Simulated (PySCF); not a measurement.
Predicted spectroscopic data

All values are calculated (PySCF 2.14.0 with density-fitted response routines): geometry: GFN2-xTB, shieldings: GIAO PBE0/pcSseg-1. Single conformer, no solvent, rapidly exchanging positions averaged, non-relativistic.

δ = σ(ref) − σ, references computed at the same level: TMS for 1H (σ = 31.72 ppm) and 13C (σ = 186.93 ppm). Splittings of carbon signals by F and P are missing where no couplings were computed. Where no couplings were computed, multiplicities follow the n + 1 count of equivalent neighbours, and m marks all less simple cases (inequivalent or close neighbours, rings, F or P nearby). Shifts are as computed. Against solution values, carbons near 30 ppm lie about +3 ppm off and those near 130 ppm about +5 ppm. Of 1313 compounds with measured shifts, 239 miss one by over three times the rms of a fit or turn the order of signals round; such compounds aren't used in these exercises.

Compound 1 (C7H11F). 1H NMR (400 MHz, computed): δ 5.31 (m, 1H), 2.36 (m, 1H), 2.33 (m, 1H), 2.17 (m, 1H), 1.87 (m, 1H), 1.73 (m, 1H), 1.61 (m, 1H), 1.05 (d, 3H), 0.86 (m, 1H). 13C{1H} NMR (computed): δ 170.8, 115.7, 35.1, 33.5, 29.8, 26.4, 24.6. Structure: `C[C@@H]1C=C(F)CCC1`.

Compound 2 (C7H11F). 1H NMR (400 MHz, computed): δ 1.97 (m, 2H), 1.90 (m, 2H), 1.86 (m, 1H), 1.61 (m, 2H), 1.45 (m, 2H), 1.41 (m, 2H). 13C{1H} NMR (computed): δ 106.0, 43.0, 35.9, 35.5, 32.2. Structure: `F[C@]12CC[C@H](CC1)C2`.

Compound 3 (C5H5N). 1H NMR (400 MHz, computed): δ 7.92 (d, 1H), 7.52 (d, 1H), 6.55 (br s, 1H), 6.26 (br s, 1H), 2.86 (s, 1H). 13C{1H} NMR (computed): δ 156.5, 143.5, 140.0, 92.3, 79.3. Structure: SMILES C#CC(=C)N=C.
